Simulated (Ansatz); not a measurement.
Reaction (formal exchange of groups at a Ge–B bond): `B[BH][GeH3]` + `C#C[SiH2]F` → `F[SiH2]C#[C][GeH3]` + `BB`

Isolated molecules relaxed with PBE0-D4/def2-TZVP in Ansatz; ΔE leaves out vibrations. CCSD(T)/CBS adds triple-zeta CCSD(T) − MP2 to the extrapolated MP2 energy (def2 sets, frozen cores). This one scheme is used for every species. DFT in def2-TZVPP. For Ge outer-core shells are correlated without core-valence functions, which leaves a few kJ/mol of doubt a bond. Scalar relativity is left out up to krypton.

```tsv
level	ΔE (eV)
BLYP-D4	-0.06
r2SCAN	-0.04
CAM-B3LYP	-0.13
LC-ωPBE	-0.10
```

What does CCSD(T)/CBS give? (Best estimate.)

Computed: -0.10 eV. The listed levels differ from it by 0.04, 0.06, -0.03, 0.00 eV.

Largest T1 diagnostic among the species: 0.013.

From PBE to PBE0 (25 % exact exchange), in def2-TZVPP and without D4, ΔE moves by −0.06 eV. At CCSD(T), def2-SVP lies −0.06 eV from the extrapolated value and def2-TZVPP −0.04 eV.
